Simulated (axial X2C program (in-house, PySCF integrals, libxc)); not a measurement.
# CaTe: properties at the nuclei

Computed with an axial X2C code built on PySCF integrals: two-component X2C with atomic mean-field Coulomb and Gaunt terms, Gaussian nuclei, basis Te dyall-cv3z, Ca dyall-cv3z with contracted cores.

R = 2.658 Å (near the PBE0 minimum at charge 0 of the determinant lowest at the starting distance; the state shown can have its own minimum elsewhere).

Determinant lowest in the PBE0 search, Ω = 0 (closed shell), highest spinor 74% Te p, 15% Ca d, 8% Ca p:

```
level  qzz Te (a.u.)  qzz Ca (a.u.)  μ (D)
 PBE0           2.31          -0.13  10.13
   HF           2.04          -0.07  12.23
  PBE           2.37          -0.19   9.06
  LDA           2.48          -0.22   9.01
 BP86           2.38          -0.18   9.08
```

Determinant 0.74 eV from it at PBE0 and this distance, Ω = 2 (⟨Sz⟩ = 1.00, ⟨Lz⟩ = 1.00 at PBE0), spin on the atoms Te 0.49, Ca 0.51:

```tsv
level	Eeff magnitude (GV/cm)	Ws magnitude Te (kHz)	Ws magnitude Ca (kHz)	A∥/gI Te (MHz)	qzz Te (a.u.)	A∥/gI Ca (MHz)	qzz Ca (a.u.)	μ (D)
PBE0	2.25	0.541	0.055	399	-5.46	226	-0.84	3.08
HF	2.19	0.513	0.0632	347	-6.16	214	-1.05	2.92
PBE	2.13	0.512	0.05	411	-5.27	221	-0.76	2.99
LDA	2.18	0.523	0.0512	459	-5.39	250	-0.75	3.30
BP86	2.17	0.524	0.051	427	-5.35	237	-0.75	3.20
```

Eeff is the effective electric field on the electron electric dipole moment in this Ω state and Ws the scalar–pseudoscalar constant of the nucleus named (defined with the proton number Z and per Ω); A∥ (defined per Ω) follows by multiplying with gI = μI/(I μN); qzz is the electric field gradient, eQq0 = 234.96 MHz × Q/barn × qzz; μ is positive if the Ca end (last atom) is positive. The operators were transformed with the bare-nucleus X2C matrices; with these basis sets, hyperfine constants and field gradients can be off by tens of per cent, and where levels differ in sign neither size nor sign is settled.

Each state is one determinant with collinear spin, which with several unpaired electrons need not be a pure state. Unrestricted Hartree–Fock can overshoot spin polarisation at the nuclei. With several open shells hyperfine constants can be off by a factor of several. Open-shell Ω = 0 determinants with evenly filled partner blocks cannot be reached by this program, so the Ω shown need not be the lowest component. At HF a later determinant lies lower. The search compared states at one distance, so a state with another bond length can lie lower. Further determinants of the search, some of them spin-mixed, are not shown. Where a field gradient or hyperfine factor spreads by more than a factor of two over the levels, a constant derived from it is not to be relied on. PBE0 term energies can be off by some tenths of an eV.
